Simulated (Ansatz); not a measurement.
The first iterations of a band of AlCl2F3H3OTa (11 atoms, charge 0, multiplicity 1).

Computed with RKS PBE/def2-SVP (Ansatz 0.2.0).

| Item | Value |
| --- | --- |
| movable images | 7 |
| climbing image | yes |
| spring | 5.0 eV/Å² |
| optimiser | quadratic models (default) |
| start path | through a guess of the saddle point |
| force threshold | 0.05 eV/Å |
| iteration limit | 60 |
| end points | relaxed |

Initial state:

```xyz
11
Properties=species:S:1:pos:R:3
Ta 0.198 -0.067 -0.192
F 1.853 0.795 -0.345
F 0.374 -0.271 1.687
Cl -0.244 -0.026 -2.497
F -1.008 1.339 0.101
Cl -1.510 -1.958 0.020
O 1.300 -1.869 -0.403
Al 0.282 -3.451 -0.296
H 0.129 -4.126 -1.729
H 0.562 -4.211 1.073
H 2.267 -1.850 -0.532
```

Final state:

```xyz
11
Properties=species:S:1:pos:R:3
Ta 0.083 -0.248 -0.043
F 2.076 -0.490 -1.331
F 1.161 0.992 0.859
Cl -0.431 1.037 -1.912
F -1.312 -0.058 1.178
Cl -1.389 -2.075 -1.193
O 0.991 -1.827 0.383
Al 0.192 -3.447 -0.122
H 1.098 -4.122 -1.248
H -0.502 -4.180 1.107
H 2.235 -1.275 -0.790
```

| iteration | highest image above the first end (eV) | largest band force component (eV/Å) |
| --- | --- | --- |
| 1 | 7.404 | 15.913 |
| 2 | 2.886 | 4.136 |
| 3 | 1.816 | 8.391 |
| 4 | 1.484 | 6.909 |
| 5 | 1.127 | 1.532 |
| 6 | 1.096 | 1.296 |
| 7 | 1.040 | 1.109 |

**Question.** Does the band converge within its limit, and where does its top end?

**Answer.** It converged. It ended after 23 iterations with the highest image 0.898 eV above the first end. The profile has 2 maxima (images 2, 6) with wells between them (image 5): this band takes more than one step, which may be the mechanism or a detour left from its start path. A vibrational analysis at the climbing image gives one clearly imaginary mode, 573i cm⁻¹: a first-order saddle point. The orbitals stay closed-shell, which can raise the energy where a bond breaks towards radicals; this wasn't checked here.

Time of the run: 8.4 min on 4 threads of Arm Neoverse V1, with other jobs on the host, peak memory 0.26 GiB.
